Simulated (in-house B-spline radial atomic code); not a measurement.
**Response and correlation of Cu II (Cu+)**

Closed shell [Ar] 3d10. Computed with an all-electron radial atomic-structure program (B-spline basis): Dirac-Hartree-Fock, relativistic RPA (time-dependent Dirac-Hartree-Fock) for the response and second-order many-body perturbation theory for correlation, no-pair Dirac-Coulomb Hamiltonian, finite nucleus.

```csv
"multipole (bohr³, bohr⁵, bohr⁷)",uncoupled,coupled RPA
dipole,4.4115,?
quadrupole,14.214,29.066
octupole,91.449,139.47
```

(1) What is the coupled dipole polarisability?

(2) Which subshells carry the dipole polarisability?

(3) What does the dipole shielding factor come to?

Dipole polarisability at imaginary frequency:

```json
{"u (Eh)": "0", "α(iu) (bohr³)": "5.359"}
{"u (Eh)": "0.0566", "α(iu) (bohr³)": "5.3"}
{"u (Eh)": "0.141", "α(iu) (bohr³)": "5.025"}
{"u (Eh)": "0.283", "α(iu) (bohr³)": "4.328"}
{"u (Eh)": "0.424", "α(iu) (bohr³)": "3.666"}
{"u (Eh)": "0.566", "α(iu) (bohr³)": "3.136"}
{"u (Eh)": "0.849", "α(iu) (bohr³)": "2.403"}
{"u (Eh)": "1.13", "α(iu) (bohr³)": "1.929"}
{"u (Eh)": "1.41", "α(iu) (bohr³)": "1.596"}
{"u (Eh)": "1.98", "α(iu) (bohr³)": "1.153"}
{"u (Eh)": "2.83", "α(iu) (bohr³)": "0.7807"}
{"u (Eh)": "4.24", "α(iu) (bohr³)": "0.4736"}
{"u (Eh)": "5.66", "α(iu) (bohr³)": "0.3193"}
{"u (Eh)": "8.49", "α(iu) (bohr³)": "0.1749"}
{"u (Eh)": "14.1", "α(iu) (bohr³)": "0.0772"}
{"u (Eh)": "28.3", "α(iu) (bohr³)": "0.02332"}
```

(4) What dispersion coefficients follow for two such ions (the dispersion part alone)?

Lowest J = 1 odd-parity excitations:

| energy (eV) | oscillator strength | leading channel | weight |
| --- | --- | --- | --- |
| 9.5303 | 0.00512 | 3d5/2 → p3/2 | 0.431 |
| 10.554 | 0.0369 | 3d3/2 → p3/2 | 0.583 |
| 10.679 | 0.344 | 3d3/2 → p1/2 | 0.653 |
| 16.385 | 0.0112 | 3d5/2 → p3/2 | 0.859 |
| 16.724 | 0.0225 | 3d3/2 → p3/2 | 0.632 |
| 16.821 | 0.00508 | 3d3/2 → p1/2 | 0.727 |
| 18.268 | 0.00645 | 3d5/2 → f5/2 | 0.561 |
| 18.284 | 0.023 | 3d5/2 → f7/2 | 0.56 |

Second-order correlation energy by the highest angular momentum of the excited pair (hartree): s -0.02279, p -0.2047, d -0.7445, f -0.4159, g -0.1401, h -0.05936, i -0.02698, k -0.01371.

(5) What is the second-order correlation energy at the partial-wave limit?

Answers

(1) 5.3593 atomic units, +21 % against the uncoupled value.

(2) 3d5/2 60.7 %, 3d3/2 38.2 %, 3p3/2 0.6 %.

(3) The dipole shielding factor is 0.966, against the exact N/Z = 28/29 = 0.966 of the non-relativistic theorem.

(4) C6 = (3/π)∫α(iu)²du = 17.23 hartree·bohr⁶ and C8 = 302 hartree·bohr⁸.

(5) The listed waves sum to -1.628 hartree; extrapolating the increments as (l + 1/2)⁻⁴ gives -1.656 hartree, -1.61 eV per electron.
